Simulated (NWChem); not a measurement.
System: C₂HBF₂; SMILES C#CB(F)F

Input file for NWChem:

```
start job
memory heap 200 mb stack 900 mb global 1100 mb
geometry units angstroms noautoz
  B     -0.000232     0.479116     0.000000
  C     -0.000240    -1.047793     0.000000
  C      0.000650    -2.262852     0.000000
  H      0.002056    -3.338979     0.000000
  F     -0.000136     1.159700    -1.126331
  F     -0.000136     1.159700     1.126331
end
basis spherical
  B library def2-svp
  C library def2-svp
  H library def2-svp
  F library def2-svp
end
dft
  xc xwpbe 0.80 cpbe96 1.0 hfexch 1.00
  cam 0.2 cam_alpha 0.2 cam_beta 0.8
  iterations 150
end
tddft
  cis
  nroots 8
  notriplet
end
task tddft energy
```

Structure relaxed at the PBE0/def2-SVP level.

Vertical excitations in the gas phase.

### Question
Predict the main results of this run. (LRC-wPBEh/def2-SVP, TDA.) Quantities: lowest excitation, singlet (eV); oscillator strength of that lowest state; lowest state with f > 0.02, singlet (eV); oscillator strength of that bright state; orbital gap (eV).

### Answer
The lowest excitation, singlet (eV) comes out as 5.39. The oscillator strength of that lowest state comes out as 0.000 and the lowest state with f > 0.02, singlet (eV) comes out as 6.27. The oscillator strength of that bright state is 0.040 and the orbital gap (eV) comes out as 11.04.
